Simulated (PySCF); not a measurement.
Species: H9NSi3.
Numbering: `[SiH3:1][NH:2][SiH2:3][SiH3:4]` (hydrogens: H5, H6, H7 on Si1; H8 on N2; H9, H10 on Si3; H11, H12, H13 on Si4)

Structure used (PBE0-D3(BJ)/def2-SVP), in Å, numbered top down from 1:
```xyz
13
H9NSi3 angstrom
Si    -1.610    1.198   -0.437
N     -0.913   -0.370   -0.159
Si     0.753   -0.889   -0.222
Si     2.224    0.932   -0.376
H     -2.587    1.549    0.640
H     -0.489    2.184   -0.432
H     -2.330    1.305   -1.745
H     -1.580   -1.120    0.011
H      1.020   -1.796   -1.388
H      1.096   -1.678    1.006
H      3.612    0.371   -0.384
H      2.089    1.853    0.794
H      2.021    1.710   -1.637
```

Linear response at CAM-B3LYP/def2-SVPD (PySCF, frozen core in the response, non-relativistic).

Static isotropic polarisability: 92.97 au (13.78 Å³), principal values 80.8, 94.5, 103.7 au.

(1) What is the polarisability at 1064 nm and at the sodium D line?

(2) What is the isotropic C6 coefficient between two such molecules, C6 = (3/π)∫α(iω)² dω?

(3) Which effective excitation energy ω̄ makes London's formula C6 = (3/4)α²ω̄ exact here?

(4) How many electrons N does the Slater–Kirkwood formula C6 = (3/4)·√N·α^(3/2) need to give this C6?

(5) What n − 1 at the D line would an ideal gas of it have at 273.15 K and 1 atm (2.6868 × 10¹⁹ cm⁻³), by n − 1 = 2π·N·α′?

(6) The lowest 6 singlets have (eV, f): 6.01, 0.001; 6.96, 0.030; 7.14, 0.016; 7.33, 0.006; 7.43, 0.040; 7.64, 0.019. What share of the static polarisability do they carry in the sum over states α = Σ f/ω²?

(7) How anisotropic is the static polarisability, by Δα² = ½[(α1 − α2)² + (α2 − α3)² + (α3 − α1)²]?

(8) What molar refraction at the D line follows from R = (4π/3)·N_A·α′, with α′ the polarisability volume?

(9) What three-body coefficient follows from the one-pole estimate C9 = (3/4)·α·C6?

Answers

(1) 93.96 au at 1064 nm (+1.1 %), 96.31 au at 589.3 nm (+3.6 %). The rise at 589.3 nm is 3.36 times that at 1064 nm; a pure ω² law gives 3.26. The lowest singlet lies at 206 nm, shorter than both wavelengths.

(2) 2907 au (Eh·bohr⁶) by a ten-point quadrature over imaginary frequencies, which is 1740 eV·Å⁶ or 168 J·nm⁶/mol.

(3) ω̄ = 4·C6/(3α²) = 0.449 Eh = 12.2 eV. A one-pole form α(ω) = α/(1 − ω²/ω̄²) fitted to the 1064 nm value gives 11.3 eV.

(4) N = (4·C6/3)²/α³ = 18.7; the species has 58 electrons in all.

(5) 24.09 × 10⁻⁴, a formal value whether or not that pressure can be reached.

(6) 1.59 au, 1.7 % of α; the largest term, 0.54 au, is that of the state at 7.43 eV. Their oscillator strengths add up to 0.11. Higher states carry the rest.

(7) Δα = 20.0 au, or 0.21 of the isotropic value.

(8) α′ = 14.27 Å³ gives R = 36.00 cm³/mol, for isolated, non-vibrating species.

(9) 203000 au. This is an estimate from the two numbers above, not a computed integral.

One conformer stands for the species.
